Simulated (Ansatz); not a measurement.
Stepwise reaction of `[F][Hf]([F])([I])[I]` with hydrogen fluoride, as a gas-phase model of exchange steps in deposition or etching. ΔE in kJ/mol; ΔG adds harmonic PBE0-D4 terms to CCSD(T)/CBS, at 1 bar.

Program: Ansatz. Geometries: PBE0-D4/def2-TZVP. ΔE: electronic, gas phase. CBS: MP2 limit from def2 TZ/QZ plus the TZ coupled-cluster correction, frozen cores. This one scheme is used for every species. DFT in def2-TZVPP. B3LYP here is the variant with VWN-RPA as its local correlation; programs differ in this. Elements past krypton have def2 core potentials. For Hf, I outer-core shells are correlated without core-valence functions, which leaves a few kJ/mol of doubt a bond.

```csv
step,reaction,PBE-D4,B3LYP-D4,ωB97M-V,CCSD(T)/CBS,ΔG(500 K)
1,`[F][Hf]([F])([I])[I]` + H–F → `[F][Hf]([F])([F])[I]` + HI,-35.0,-38.7,-38.6,-22.6,-30.5
2,`[F][Hf]([F])([F])[I]` + H–F → `[F][Hf]([F])([F])[F]` + HI,-34.7,-38.8,-35.8,-24.1,-27.8
```

(1) By hand: ΔE of the 2 steps together at CCSD(T)/CBS.

Answers

(1) (-22.6) + (-24.1) = -46.7 kJ/mol, or -23.4 kJ/mol a step.

In ΔE the steps differ by no more than 1.5 kJ/mol. All are downhill at CCSD(T)/CBS. ΔG lies between -30.5 and -27.8 kJ/mol a step. PBE-D4 differs from CCSD(T)/CBS by -12.4 to -10.6 kJ/mol a step. Isolated molecules leave out the surface, adducts and barriers. Largest T1 diagnostic: 0.016.
